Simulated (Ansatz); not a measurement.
SiW3, relaxed as a singlet with RKS PBE-D4/def2-SVP in Ansatz, starting from the GFN1-xTB geometry. Force threshold 0.02 eV/Å.

In the def2 sets W takes a core potential; there is no spin–orbit coupling. The structure comes from a short search, and lower isomers may exist.

Start:

```xyz
4

W     0.4072   -1.5026   -0.1617
W    -0.2446    0.3256    1.5116
W     1.1308    0.9221   -0.5671
Si   -1.2934    0.2549   -0.7828
```

```tsv
step	energy (eV)	largest force component (eV/Å)	SCF passes
1	-13347.9772	5.025	39
2	-13348.9895	4.589	33
3	-13349.3923	0.378	28
4	-13349.4003	0.048	24
5	-13349.4005	0.001	24
```

Force components are those of the run's own axes.

End:

```xyz
4

W     0.433   -1.374   -0.108
W    -0.158    0.283    1.408
W     1.089    0.823   -0.475
Si   -1.364    0.269   -0.825
```

By distances, no bond broke or formed. The bond that changes most is W2–W3, from 2.56 to 2.32 Å (atoms count from 1).

No frequencies were taken in this run, so the end may be a saddle point.

Run time 6.5 s (4 threads of Arm Neoverse V2 on a shared host).
